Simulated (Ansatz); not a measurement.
`C=C[Si](C)(F)Cl` → `C[C@]1(Cl)[SiH2][C@@H]1F`  (isomerisation)

Isolated molecules relaxed with PBE0-D4/def2-TZVP in Ansatz; ΔE leaves out vibrations. CCSD(T)/CBS is the MP2 limit (def2-TZVPP, def2-QZVPP) plus CCSD(T) − MP2 in def2-TZVPP, frozen cores. DFT in def2-TZVPP. B3LYP here is the variant with VWN-RPA as its local correlation; programs differ in this. One conformer a species, not always the lowest.

```json
{"level": "r2SCAN-D4", "ΔE (kJ/mol)": "486.0"}
{"level": "PBE0-D4", "ΔE (kJ/mol)": "470.0"}
{"level": "B2PLYP", "ΔE (kJ/mol)": "501.1"}
{"level": "PBE0", "ΔE (kJ/mol)": "470.2"}
{"level": "B3LYP", "ΔE (kJ/mol)": "495.2"}
{"level": "MP2/def2-QZVPP", "ΔE (kJ/mol)": "505.9"}
{"level": "HF/CBS(def2)", "ΔE (kJ/mol)": "542.5"}
{"level": "MP2/CBS(def2)", "ΔE (kJ/mol)": "507.3"}
```

(1) What does CCSD(T)/CBS give? (Best estimate.)

Largest T1 diagnostic among the species: 0.012.

Answers

(1) Computed: +501.5 kJ/mol. The listed levels differ from it by -15.5, -31.5, -0.4, -31.3, -6.3, 4.4, 41.0, 5.8 kJ/mol.

From PBE to PBE0 (25 % exact exchange), in def2-TZVPP and without D4, ΔE moves by +14.7 kJ/mol. In def2-TZVPP, CCSD(T) changes the Hartree–Fock value by −43.5 kJ/mol (the triples alone add −6.7 kJ/mol) and MP2 by −37.7 kJ/mol.
